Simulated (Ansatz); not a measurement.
Frontier orbitals of CH5AlBClGe (`C[B]1[GeH2][Al]1[Cl]`).

The species carries charge 0 and has multiplicity 1. Correlated methods include outer-core shells of Ge, which these sets cover unevenly. Scalar relativity is left out up to krypton. The structure was optimised at the PBE0-D4/def2-TZVP level. Basis def2-TZVPP, Ansatz 0.2.0.

```csv
functional,HOMO (eV),LUMO (eV),gap (eV)
PBE,-5.56,-2.54,3.02
BLYP,-5.38,-2.38,3.00
PBE0,-6.45,-1.73,4.72
HSE06 (plane-wave form),-6.07,-2.10,3.97
BHLYP,-7.15,-0.80,6.35
ωB97M-V,-8.34,0.10,8.44
```

From PBE to PBE0 the HOMO moves by −0.89 eV and the LUMO by +0.81 eV, and with ωB97M-V by −2.78 and +2.63 eV, so the gap grows from 3.03 to 8.44 eV with exact exchange. A positive LUMO is unbound and depends on the basis.
